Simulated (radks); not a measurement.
The numbers below are computed, except where a source is named.
Dipole-allowed excitations along the series with 12 electrons in [Ne] 3s2. Level of theory: scalar-relativistic Kohn-Sham, LDA (Slater exchange, Perdew-Wang correlation), spin-polarised, spherical densities, finite nucleus; Fermi nuclear charge, rms radius of each element as measured or else 0.836 A^(1/3) + 0.57 fm (a radial shooting solver on a logarithmic mesh with Libxc functionals). Time-dependent linear response with the Hartree and adiabatic LDA kernel, continuum included through the Sternheimer equations, no spin-orbit coupling, so fine structure and intercombination lines are absent. Lines are the poles of the dipole polarisability below minus the highest occupied eigenvalue, found on a grid refined at the orbital gaps; the lowest seven at most are given, and weak or close lines can be missed. The first line takes the name of the lowest orbital gap if no other gap lies below it; otherwise a line is named after a gap within 0.6 % of it, if that gap stands alone.

species,-e(HOMO) (eV),lowest orbital gap (eV),first line (eV),f,static alpha (bohr^3),measured (eV)
Mg,4.782,3s-3p 3.408,4.223 (3s-3p),1.49,71.01,3s-3p 4.346
Al+,14.917,3s-3p 5.766,7.509 (3s-3p),1.74,23.31,3s-3p 7.421
Si2+,28.659,3s-3p 8.006,10.438 (3s-3p),1.61,11.21,-
P3+,45.743,3s-3p 10.199,13.237 (3s-3p),1.46,6.412,-
S4+,66.058,3s-3p 12.371,15.976 (3s-3p),1.34,4.061,-
Cl5+,89.546,3s-3p 14.539,18.686 (3s-3p),1.24,2.751,-

Measured values: term averages from the NIST Handbook of Basic Atomic Spectroscopic Data.
